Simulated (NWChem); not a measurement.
System: BH₃O; SMILES BO

NWChem input:

```
start job
memory heap 200 mb stack 900 mb global 1100 mb
geometry units angstroms noautosym nocenter noautoz
  B      0.016736     0.695132     0.000000
  H      1.059585     1.306106     0.000000
  H     -1.062852     1.251489     0.000000
  O      0.103360    -0.646945     0.000000
  H     -0.754463    -1.084444     0.000000
end
basis spherical
  * library def2-svpd
end
dft
  xc b3lyp
  iterations 150
end
property
  response 1 0.0
end
task dft property
```

Coordinates come from a PBE0/def2-SVP optimisation.

Static field.

**Question.** What results follow from this input? (B3LYP/def2-SVPD.) Quantities: isotropic polarisability (bohr³); anisotropy (bohr³).

**Answer.** 
```yaml
isotropic polarisability (bohr³): 21.6
anisotropy (bohr³): 6.5
```
